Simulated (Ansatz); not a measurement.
Start from `BBO` and change one atom or group to get `B[BH][GeH3]`.

Ansatz, PBE0-D4/def2-TZVP geometries, multiplicity 1. Each molecule was computed in one conformer, which needn't be the lowest.

Scalar relativity is left out up to krypton.

```csv
property,`BBO`
HOMO energy (PBE/def2-TZVPP) / eV,-6.57
HOMO–LUMO gap (ωB97M-V/def2-TZVPP) / eV,10.39
zero-point energy (PBE0-D4/def2-TZVP) / kJ/mol,123.3
HOMO energy (PBE0/def2-TZVPP) / eV,-7.94
size of the dipole moment (PBE/def2-TZVPP) / D,1.51
HOMO–LUMO gap (B3LYP/def2-TZVPP) / eV,5.76
```

Q: What does the change do to each property? (An estimate is asked.)

A: The calculation gave: 
| property | `B[BH][GeH3]` | shift |
| --- | --- | --- |
| HOMO energy (PBE/def2-TZVPP) / eV | -6.74 | -0.17 |
| HOMO–LUMO gap (ωB97M-V/def2-TZVPP) / eV | 9.90 | -0.49 |
| zero-point energy (PBE0-D4/def2-TZVP) / kJ/mol | 142.3 | 19.0 |
| HOMO energy (PBE0/def2-TZVPP) / eV | -7.89 | 0.05 |
| size of the dipole moment (PBE/def2-TZVPP) / D | 0.34 | -1.17 |
| HOMO–LUMO gap (B3LYP/def2-TZVPP) / eV | 5.43 | -0.33 |

With PBE0 the HOMO rises by 0.05 eV and the LUMO falls by 0.32 eV, so the gap narrows by about 0.37 eV. PBE moves the HOMO by -0.17 eV and ωB97M-V by 0.21 eV. The zero-point energy changes by 19.0 kJ/mol with +6 modes. Dipoles are sizes alone; their direction can turn.

B3LYP here is the variant with VWN-RPA as its local correlation; programs differ in this.
